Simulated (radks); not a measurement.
Question: These are the eigenvalues of the occupied orbitals of an atom or ion with whole-number occupations (eV). Calculated with a radial shooting solver on a logarithmic mesh with Libxc functionals: Dirac Kohn-Sham, LDA (Slater exchange, Perdew-Zunger correlation), spin-unpolarised, spherical densities, point nucleus.

orbital  eigenvalue
1s1/2     -26477.28
2s1/2     -3930.751
2p1/2     -3661.453
2p3/2     -3469.276
3s1/2     -732.1603
3p1/2     -624.1030
3p3/2     -589.7821
3d3/2     -397.8093
3d5/2     -390.8272
4s1/2     -105.7761
4p1/2      -71.0266
4p3/2      -65.1241
4d3/2      -12.3186
4d5/2      -11.6164
5s1/2       -5.9615

Which element is it, and in what charge state? The configuration may be excited. Open shells, if any, are shared by 2j + 1.

Answer: Z = 48, cadmium, charge 0: Cd in [Kr] 4d10 5s2. The list shows which subshells hold electrons but not how many an open one holds; the 1s level, -973.02 hartree, gives Z - s = 44.1 by -(Z - s)^2/2, which with screening and relativity narrows Z to a few neighbours, and the depths of the outer levels then fix element, charge and occupations together.
